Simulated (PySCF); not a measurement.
ClH4SSi2: g tensor and hyperfine couplings

Species: ClH₄SSi₂ (doublet state).
Geometry (GFN2-xTB, Å), atoms numbered from 1 in this order:
```
atom  x, y, z in Å
Si1    1.905   -0.049    0.071
S2     0.142    0.174    1.299
Si3   -1.467    0.165   -0.114
Cl4   -1.455    1.822   -1.255
H5     3.007    0.111    1.000
H6     1.836   -1.340   -0.601
H7    -1.307   -0.988   -0.986
H8    -2.654    0.116    0.716
```

The hyperfine couplings belong to this conformer and change with its torsions.

The species is `Cl[SiH2]S[SiH2]` [radical].

Method used: PySCF, UKS B3LYP, pcH-1 on Cl H S Si, non-relativistic, mean-field spin-orbit, GIAO. The structure is a single GFN2-xTB conformer in the gas phase; no vibrational or solvent corrections. A GFN2-xTB geometry isn't a minimum of the functional, and hyperfine couplings can be far from their values at a DFT geometry, by a factor of two or more for some ions and for spin on atoms past the first row. The SCF solution wasn't tested for stability.

```json
{
  "g1, g2, g3": "2.00248, 2.00570, 2.01065",
  "g_iso": "2.00628",
  "Form of g": "rhombic: the two nearest values differ by 39 % of g3 − g1",
  "⟨S²⟩": "0.7516 (exact 0.7500)",
  "HOMO–LUMO gap, α and β orbitals": "5.56, 4.47 eV",
  "Basis functions": "180"
}
```

Hyperfine couplings atom by atom, in MHz; T1 to T3 are the principal values of the dipolar part; ρ(0) is the spin density at the nucleus:

```json
{"atom": "Si1", "isotope": "29Si", "a_iso": "-546.3", "of which spin–orbit": "0.7", "T1": "-161.3", "T2": "79.5", "T3": "81.8", "Mulliken spin population": "0.85", "ρ(0) (bohr⁻³)": "0.6155"}
{"atom": "S2", "isotope": "33S", "a_iso": "2.2", "of which spin–orbit": "0.1", "T1": "-14.5", "T2": "-12.4", "T3": "27.0", "Mulliken spin population": "0.10", "ρ(0) (bohr⁻³)": "0.0061"}
{"atom": "Si3", "isotope": "29Si", "a_iso": "-18.4", "of which spin–orbit": "0.0", "T1": "-2.0", "T2": "0.6", "T3": "1.4", "Mulliken spin population": "0.00", "ρ(0) (bohr⁻³)": "0.0207"}
{"atom": "Cl4", "isotope": "35Cl", "a_iso": "0.0", "of which spin–orbit": "0.0", "T1": "-1.2", "T2": "-1.0", "T3": "2.2", "Mulliken spin population": "0.00", "ρ(0) (bohr⁻³)": "-0.0002"}
{"atom": "H5", "isotope": "1H", "a_iso": "49.0", "of which spin–orbit": "0.0", "T1": "-8.6", "T2": "0.6", "T3": "8.1", "Mulliken spin population": "0.01", "ρ(0) (bohr⁻³)": "0.0110"}
{"atom": "H6", "isotope": "1H", "a_iso": "92.0", "of which spin–orbit": "0.0", "T1": "-8.6", "T2": "1.1", "T3": "7.5", "Mulliken spin population": "0.03", "ρ(0) (bohr⁻³)": "0.0206"}
{"atom": "H7", "isotope": "1H", "a_iso": "-0.1", "of which spin–orbit": "0.0", "T1": "-1.5", "T2": "-1.2", "T3": "2.7", "Mulliken spin population": "0.00", "ρ(0) (bohr⁻³)": "0.0000"}
{"atom": "H8", "isotope": "1H", "a_iso": "-1.5", "of which spin–orbit": "0.0", "T1": "-1.1", "T2": "-0.8", "T3": "1.9", "Mulliken spin population": "0.00", "ρ(0) (bohr⁻³)": "-0.0003"}
```

The Mulliken spin populations are largest on Si1 (+0.85) and S2 (+0.10). No atom but Si1 exceeds +0.15. The angles at Si1 add up to 327.9°, so it is pyramidal.

Under fast tumbling the dipolar parts average out, and these isotropic splittings remain: 2 × 1H (H5/H6, I = 1/2, 3 lines) with 2.51 mT.

Nuclei that the bonding pattern makes equivalent are averaged, as if the motion that swaps them (rotation, inversion, ring flip) were fast. The 1H value of +70.5 MHz is a mean of couplings from 49.0 to 92.0 MHz in this one geometry, not an average over conformers.

The 29Si coupling of Si1 (-546.3 MHz) shows only in satellite lines or after enrichment, since that isotope makes up about 4.7 % of natural silicon.
